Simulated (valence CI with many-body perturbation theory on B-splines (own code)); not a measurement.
## E1 line list for Sr7+

Method: configuration interaction combined with many-body perturbation theory (CI+MBPT): three valence electrons over a frozen Dirac-Fock core [Ar] 3d10, a basis of 11 s, 11 p, 9 d, 7 f, 5 g, 2 h, 1 i functions for each j, with the one-electron correlation potential Σ1 (screened to all orders), the two-electron term Σ2, the three-electron term Σ3, Breit, model QED; selected single and double excitations, second order for the rest, scaled by the run's own slope (own B-spline code, finite nucleus).

Against 9 measured levels this calculation errs by 104 cm⁻¹ on average and by 168 at most. These come from a selection out of Sansonetti, J. Phys. Chem. Ref. Data 41, 013102 (2012). Levels without a partner in it may be off by more.

Lines 151 to 200 of 248 in falling wavelength, among levels below 631280 cm⁻¹, chosen from the strongest by gf and those to the six lowest levels. Wavelengths and rates use the calculated energies, so an error of 100 cm⁻¹ moves a line at 36.13 nm by 0.036 % and its rate by three times that or more. Electric multipoles are in the length gauge, E1 and E2 with the static RPA response of the core. Weak lines are less certain than strong ones. Lines between different terms over intervals too small for the method are left out, as are lines whose strength nearly cancels. Where a level lies close to another of its J and parity, the split of strength between their lines is uncertain. The highest levels of a list are the least certain.

Names give the largest LS component (configuration and term), which can be under half, so a name can repeat, a term be missing and a line seem to break the LS rules; names also repeat where a configuration has a term twice. Letters in brackets count levels of one name in rising energy.

| λ vac (nm) | Upper | Lower | A (s⁻¹) | S (a.u.) |
| --- | --- | --- | --- | --- |
| 36.13 | 4s.4p.4d 2D°_3/2 [b] | 4s.4p2 2P_1/2 | 4.31e+10 | 4.02e+00 |
| 36.11 | 4p2.4d 2D_5/2 | 4p3 4S°_3/2 [b] | 1.75e+10 | 2.44e+00 |
| 36.10 | 4s.4p.4d 4P°_5/2 | 4s.4p2 4P_5/2 | 3.96e+09 | 5.51e-01 |
| 35.97 | 4s2.4d 2D_5/2 | 4s2.4p 2P°_3/2 | 3.72e+10 | 5.13e+00 |
| 35.83 | 4s.4p.4d 4D°_3/2 | 4s.4p2 4P_5/2 | 1.48e+09 | 1.34e-01 |
| 35.61 | 4s.4p.4d 2F°_7/2 [a] | 4s.4p2 2D_5/2 | 1.27e+10 | 2.26e+00 |
| 35.45 | 4s.4p.5p 2P_3/2 | 4p3 4S°_3/2 [a] | 5.88e+09 | 5.18e-01 |
| 35.25 | 4s.4p.4d 4P°_5/2 | 4s.4p2 4P_3/2 | 2.48e+10 | 3.21e+00 |
| 35.00 | 4s.4p.4d 4D°_3/2 | 4s.4p2 4P_3/2 | 5.11e+09 | 4.32e-01 |
| 34.84 | 4s.4p.4d 4D°_1/2 | 4s.4p2 4P_3/2 | 4.00e+08 | 1.67e-02 |
| 34.79 | 4s.4p.4d 4P°_3/2 | 4s.4p2 4P_5/2 | 1.21e+10 | 1.01e+00 |
| 34.77 | 4s.4p.4d 4D°_7/2 | 4s.4p2 4P_5/2 | 4.48e+10 | 7.43e+00 |
| 34.76 | 4s.4p.4d 4D°_5/2 | 4s.4p2 4P_5/2 | 2.67e+10 | 3.32e+00 |
| 34.55 | 4s2.4d 2D_3/2 | 4s2.4p 2P°_1/2 | 3.36e+10 | 2.73e+00 |
| 34.45 | 4s.4p.4d 2P°_1/2 [b] | 4s.4p2 2S_1/2 | 1.85e+10 | 7.47e-01 |
| 34.35 | 4s.4p.4d 2D°_3/2 [a] | 4s.4p2 4P_5/2 | 2.12e+08 | 1.69e-02 |
| 34.34 | 4s.4p.4d 2F°_7/2 [b] | 4s.4p2 2D_5/2 | 3.55e+10 | 5.67e+00 |
| 34.31 | 4s.4p.4d 4D°_3/2 | 4s.4p2 4P_1/2 | 3.01e+10 | 2.40e+00 |
| 34.25 | 4s.4p.4d 2D°_5/2 [a] | 4s.4p2 4P_5/2 | 1.42e+09 | 1.69e-01 |
| 34.20 | 4s.4p.4d 2F°_5/2 [b] | 4s.4p2 2D_5/2 | 1.84e+09 | 2.18e-01 |
| 34.16 | 4s.4p.4d 4D°_1/2 | 4s.4p2 4P_1/2 | 4.44e+10 | 1.75e+00 |
| 34.15 | 4s.4p.4d 2P°_3/2 [b] | 4s.4p2 2S_1/2 | 7.53e+09 | 5.92e-01 |
| 34.08 | 4s.4p.4d 4P°_1/2 | 4s.4p2 4P_3/2 | 3.08e+10 | 1.20e+00 |
| 34.00 | 4s.4p.4d 4P°_3/2 | 4s.4p2 4P_3/2 | 2.41e+10 | 1.87e+00 |
| 33.98 | 4s.4p.4d 4D°_5/2 | 4s.4p2 4P_3/2 | 1.49e+10 | 1.73e+00 |
| 33.96 | 4s.4p.4d 2F°_5/2 [b] | 4s.4p2 2D_3/2 | 3.19e+10 | 3.69e+00 |
| 33.58 | 4s.4p.4d 2D°_3/2 [a] | 4s.4p2 4P_3/2 | 5.69e+06 | 4.26e-04 |
| 33.51 | 4s.4p.4d 2P°_3/2 [a] | 4s.4p2 2D_3/2 | 2.43e+08 | 1.80e-02 |
| 33.49 | 4s.4p.4d 2D°_5/2 [a] | 4s.4p2 4P_3/2 | 1.94e+08 | 2.16e-02 |
| 33.43 | 4s.4p.4d 4P°_1/2 | 4s.4p2 4P_1/2 | 3.50e+08 | 1.29e-02 |
| 33.42 | 4s2.5p 2P°_1/2 | 4s.4p2 2D_3/2 | 2.90e+09 | 1.07e-01 |
| 33.36 | 4s.4p.4d 4P°_3/2 | 4s.4p2 4P_1/2 | 4.79e+08 | 3.51e-02 |
| 32.95 | 4s.4p.4d 2D°_3/2 [a] | 4s.4p2 4P_1/2 | 8.66e+08 | 6.11e-02 |
| 32.94 | 4s.4p.4d 2F°_5/2 [a] | 4s.4p2 4P_5/2 | 4.60e+07 | 4.87e-03 |
| 32.55 | 4s2.5p 2P°_3/2 | 4s.4p2 2D_3/2 | 1.49e+08 | 1.02e-02 |
| 32.50 | 4s.4p.4d 2P°_1/2 [a] | 4s.4p2 2D_3/2 | 1.87e+08 | 6.33e-03 |
| 32.23 | 4s.4p.4d 2F°_5/2 [a] | 4s.4p2 4P_3/2 | 1.61e+08 | 1.59e-02 |
| 31.88 | 4s.4p.4d 2F°_7/2 [a] | 4s.4p2 4P_5/2 | 5.93e+08 | 7.59e-02 |
| 30.99 | 4s.4p.4d 2D°_3/2 [b] | 4s.4p2 2D_3/2 | 2.65e+08 | 1.56e-02 |
| 30.85 | 4s.4p.4d 2F°_7/2 [b] | 4s.4p2 4P_5/2 | 3.33e+08 | 3.86e-02 |
| 30.84 | 4s.4p.4d 2P°_3/2 [b] | 4s.4p2 2D_3/2 | 5.59e+08 | 3.24e-02 |
| 30.76 | 4s.4p.4d 2D°_5/2 [b] | 4s.4p2 2D_3/2 | 1.07e+08 | 9.24e-03 |
| 30.74 | 4s.4p.4d 2F°_5/2 [b] | 4s.4p2 4P_5/2 | 1.28e+07 | 1.10e-03 |
| 30.37 | 4s.4p.4d 2P°_3/2 [a] | 4s.4p2 4P_5/2 | 1.15e+07 | 6.36e-04 |
| 30.13 | 4s.4p.4d 2F°_5/2 [b] | 4s.4p2 4P_3/2 | 2.09e+07 | 1.69e-03 |
| 29.77 | 4s.4p.4d 2P°_3/2 [a] | 4s.4p2 4P_3/2 | 4.04e+07 | 2.10e-03 |
| 29.59 | 4s2.5p 2P°_3/2 | 4s.4p2 4P_5/2 | 9.29e+07 | 4.75e-03 |
| 29.27 | 4s.4p.4d 2P°_3/2 [a] | 4s.4p2 4P_1/2 | 1.76e+08 | 8.73e-03 |
| 29.02 | 4s2.5p 2P°_3/2 | 4s.4p2 4P_3/2 | 9.04e+06 | 4.36e-04 |
| 28.97 | 4s.4p.4d 2P°_1/2 [a] | 4s.4p2 4P_3/2 | 4.00e+07 | 9.59e-04 |
